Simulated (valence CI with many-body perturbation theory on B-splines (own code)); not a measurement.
**E1 transitions of Ru⁵⁺**

Computed by valence CI with perturbative core correlation (CI+MBPT): three valence electrons over a frozen Dirac-Fock core [Kr], radial functions for each j: 9 s, 9 p, 10 d, 8 f, 5 g, 3 h, 1 i, with the one-electron correlation potential Σ1 (screened to all orders), the two-electron term Σ2, the three-electron term Σ3, Breit, model QED; selected single and double excitations, second order for the rest, scaled by the run's own slope (own B-spline code, finite nucleus).

No measured levels were compared; by estimate terms of the open shell hold to 2 to 4 % of their energy, and close levels can change places; different configurations can be misplaced against each other by 1,000 to 8,000 cm⁻¹. Core correlation moves these levels by up to 17000 cm⁻¹, and in measured spectra 5 to 20 % of such shifts remained as error; rates that hang on mixing are uncertain with them.

Lines 101 to 150 of 267 in falling wavelength, among levels below 31.238 eV, chosen from the strongest by gf and those to the six lowest levels. Wavelengths and rates use the calculated energies, so an error of 2000 cm⁻¹ moves a line at 126.1 nm by 2.5 % and its rate by three times that or more. Electric multipoles are in the length gauge, E1 and E2 with the static RPA response of the core. Weak lines are less certain than strong ones. Lines between different terms over intervals too small for the method are left out, as are lines whose strength nearly cancels. Where a level lies close to another of its J and parity, the split of strength between their lines is uncertain. The highest levels of a list are the least certain.

Names give the largest LS component (configuration and term), which can be under half, so a name can repeat, a term be missing and a line seem to break the LS rules; names also repeat where a configuration has a term twice. Letters in brackets count levels of one name in rising energy.

```tsv
λ vac (nm)	Upper	Lower	A (s⁻¹)	S (a.u.) with core polarisation	S without
126.1	4d2.5p 4P°_3/2	4d2.5s 4P_1/2	4.07e+08	1.61e+00	1.94e+00
125.8	4d2.5p 2G°_9/2 [a]	4d2.5s 4F_9/2	2.20e+08	2.16e+00	2.62e+00
125.2	4d2.5p 2G°_7/2 [c]	4d2.5s 2F_5/2	1.73e+08	1.34e+00	1.59e+00
122.9	4d2.5p 4P°_5/2	4d2.5s 4P_3/2	1.52e+08	8.38e-01	1.01e+00
115.3	4d2.5p 4D°_7/2 [a]	4d2.5s 4F_9/2	1.03e+08	6.20e-01	7.42e-01
114.3	4d2.5p 4D°_5/2 [b]	4d2.5s 4F_7/2	1.35e+08	5.96e-01	7.12e-01
48.52	4d2.5p 4G°_5/2	4d3 4P_3/2	5.07e+07	1.72e-02	1.97e-02
48.32	4d2.5p 2G°_7/2 [c]	4d3 2F_5/2	6.15e+08	2.74e-01	3.02e-01
48.19	4d2.5p 2D°_5/2 [a]	4d3 2P_3/2	2.00e+09	6.63e-01	7.57e-01
47.93	4d2.5p 4F°_3/2	4d3 4P_1/2	1.59e+08	3.46e-02	3.96e-02
47.91	4d2.5p 4F°_3/2	4d3 4P_3/2	3.32e+08	7.22e-02	8.22e-02
47.89	4d2.5p 2D°_5/2 [a]	4d3 2D_5/2 [a]	8.26e+08	2.69e-01	3.04e-01
47.77	4d2.5p 2G°_9/2 [b]	4d3 2F_7/2	6.33e+08	3.41e-01	3.70e-01
47.72	4d2.5p 4D°_3/2 [a]	4d3 2P_1/2	1.21e+09	2.59e-01	2.97e-01
47.71	4d2.5p 2G°_7/2 [a]	4d3 2D_5/2 [a]	5.77e+08	2.47e-01	2.81e-01
47.41	4d2.5p 4F°_5/2	4d3 4P_3/2	6.80e+08	2.15e-01	2.46e-01
47.20	4d2.5p 2G°_7/2 [a]	4d3 2H_9/2	1.10e+09	4.56e-01	5.22e-01
46.88	4d2.5p 2F°_7/2	4d3 2G_9/2	1.35e+09	5.48e-01	6.29e-01
46.85	4d2.5p 2F°_7/2	4d3 4P_5/2	1.20e+09	4.88e-01	5.51e-01
46.81	4d2.5p 2F°_5/2 [a]	4d3 4P_3/2	5.08e+08	1.54e-01	1.76e-01
46.70	4d2.5p 2D°_3/2 [a]	4d3 4P_1/2	6.12e+08	1.23e-01	1.39e-01
46.67	4d2.5p 2D°_3/2 [a]	4d3 4P_3/2	1.25e+09	2.50e-01	2.83e-01
46.60	4d2.5p 4D°_1/2 [a]	4d3 4P_1/2	1.89e+09	1.89e-01	2.11e-01
46.57	4d2.5p 4D°_1/2 [a]	4d3 4P_3/2	2.51e+08	2.50e-02	2.76e-02
46.57	4d2.5p 2P°_3/2	4d3 2D_5/2 [a]	1.60e+09	3.19e-01	3.71e-01
46.54	4d2.5p 2G°_9/2 [a]	4d3 2H_11/2	2.12e+09	1.05e+00	1.21e+00
46.52	4d2.5p 2G°_9/2 [a]	4d3 2H_9/2	9.16e+08	4.55e-01	5.17e-01
46.51	4d2.5p 4P°_5/2	4d3 2F_7/2	2.42e+09	7.23e-01	8.25e-01
46.23	4d2.5p 4D°_3/2 [a]	4d3 4P_1/2	5.24e+07	1.02e-02	1.06e-02
46.20	4d2.5p 4D°_3/2 [a]	4d3 4P_3/2	3.27e+08	6.36e-02	7.05e-02
46.12	4d2.5p 2D°_3/2 [c]	4d3 2F_5/2	8.88e+09	1.72e+00	1.96e+00
46.11	4d2.5p 4G°_5/2	4d3 4F_7/2	3.45e+07	1.00e-02	1.15e-02
46.08	4d2.5p 2P°_1/2	4d3 2P_3/2	3.94e+09	3.80e-01	4.34e-01
46.07	4d2.5p 4D°_5/2 [a]	4d3 4P_3/2	7.42e+08	2.15e-01	2.39e-01
46.07	4d2.5p 2D°_5/2 [a]	4d3 2G_7/2	1.36e+09	3.93e-01	4.50e-01
46.02	4d2.5p 2G°_7/2 [b]	4d3 2G_9/2	2.42e+09	9.33e-01	1.07e+00
46.00	4d2.5p 2G°_7/2 [b]	4d3 4P_5/2	6.40e+08	2.46e-01	2.75e-01
45.93	4d2.5p 2S°_1/2	4d3 4P_1/2	1.77e+08	1.70e-02	2.03e-02
45.91	4d2.5p 2S°_1/2	4d3 4P_3/2	1.92e+09	1.84e-01	2.15e-01
45.90	4d2.5p 2G°_7/2 [a]	4d3 2G_7/2	2.52e+09	9.63e-01	1.10e+00
45.84	4d2.5p 2G°_7/2 [b]	4d3 2G_7/2	1.61e+09	6.14e-01	7.02e-01
45.78	4d2.5p 4G°_7/2	4d3 4F_9/2	1.05e+08	3.99e-02	4.61e-02
45.73	4d2.5p 2P°_3/2	4d3 2D_3/2 [a]	4.75e+09	8.98e-01	1.02e+00
45.73	4d2.5p 4G°_5/2	4d3 4F_5/2	5.06e+06	1.43e-03	1.59e-03
45.72	4d2.5p 2D°_5/2 [a]	4d3 4P_3/2	7.50e+07	2.12e-02	2.61e-02
45.71	4d2.5p 4S°_3/2	4d3 4P_5/2	3.42e+09	6.44e-01	7.25e-01
45.64	4d2.5p 2D°_3/2 [b]	4d3 2P_3/2	1.39e+09	2.60e-01	2.94e-01
45.62	4d2.5p 2G°_7/2 [c]	4d3 2H_9/2	1.33e+09	4.97e-01	5.73e-01
45.51	4d2.5p 4P°_1/2	4d3 2P_3/2	3.17e+09	2.95e-01	3.39e-01
45.44	4d2.5p 2G°_9/2 [a]	4d3 2G_9/2	3.40e+09	1.57e+00	1.80e+00
```
